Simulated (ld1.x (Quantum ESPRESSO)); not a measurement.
# iodine (I), ultrasoft: configuration errors across variants

- Element: I (Z = 53)
- Generator: ld1.x (Quantum ESPRESSO) 7.5
- Type: ultrasoft
- Functional: PBE
- Relativity: scalar-relativistic
- Frozen core: [Kr] 4d10
- Valence charge: 7
- Reference configuration: 5s1 5p6
- Partial waves: 5s (bound): rcut 1.35, rcutus 1.85 bohr; 5s channel at -0.95 Ry: rcut 1.35, rcutus 1.85 bohr; 5p (bound): rcut 2.05, rcutus 2.50 bohr; 5p channel at 1.2 Ry: rcut 2.05, rcutus 2.50 bohr
- Local potential: all-electron potential smoothed inside 1.60 bohr (lloc = -1)
- Core correction: none
- Augmentation charge: built from norm-conserving waves at rcut, not smoothed further

All-electron excitation energies from the reference (eV): (1) 5s2 5p5 -10.414; (2) 5s2 5p4 0.717; (3) 5s2 5p3 20.563; (4) 5s2 5p5.3 -12.197.

A true bound ghost makes a file unfit for plane-wave use even where its test errors are small: the radial tests pick states by their node count and pass the ghost by.

Errors AE − PS in meV (a dash: test not solved or not reliable):

| change | (1) | (2) | (3) | (4) | bound ghosts |
| --- | --- | --- | --- | --- | --- |
| base | +132 | +181 | +257 | +123 | d |
| core correction a·sin(br)/r model core inside 0.80 bohr | -19 | -21 | -31 | -18 | d |
| core correction a·sin(br)/r model core inside 0.98 bohr | -18 | -21 | -30 | -18 | d |
| core correction a·sin(br)/r model core inside 1.16 bohr | -18 | -20 | -30 | -18 | d |
| core correction a·sin(br)/r model core inside 1.60 bohr | -15 | -16 | -26 | -16 | d |
| core correction a·sin(br)/r model core inside 1.84 bohr | -9.1 | -11 | -29 | -9.4 | d |
| core correction a·sin(br)/r model core inside 2.00 bohr | -1.2 | -5.9 | -29 | -1.4 | d |
| core correction a·sin(br)/r model core inside 2.18 bohr | +8.2 | +3.1 | – | +8.0 | d |

Question: Give the same row for: core correction a·sin(br)/r model core inside 1.36 bohr.

Answer: -17, -19, -29, -17; bound ghosts: d.
